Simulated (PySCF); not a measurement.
SiF2Cl, SMILES F[Si](F)Cl, multiplicity 2.

Geometry optimised at B3LYP-D3(BJ)/def2-SVP.

Two levels are set side by side: PBE/def2-TZVPD (PySCF) and M06-2X/def2-TZVPD (PySCF). Same geometry, gas phase. Differences are taken from unrounded values.

| quantity | M06-2X |
|---|---|
| α-spin orbital gap (eV) | 9.19 |
| β-spin orbital gap (eV) | 7.72 |
| dipole moment (D) | 1.36 |
| mean polarisability (bohr³) | 39.9 |

**Question.** What does PBE give, and how far is it from M06-2X? (Estimate from the structure and the level; the computed values follow.)

**Answer.** 
```csv
quantity,PBE,PBE minus M06-2X
α-spin orbital gap (eV),5.58,-3.61
β-spin orbital gap (eV),4.05,-3.67
dipole moment (D),1.04,-0.32
mean polarisability (bohr³),43.4,3.5
```

PBE's more diffuse valence density responds more strongly to a field. Differences between two approximate levels are no errors against the true value.

Rough cost on one machine, each run with all the roots and properties that it gave: M06-2X against PBE within a factor of 2.
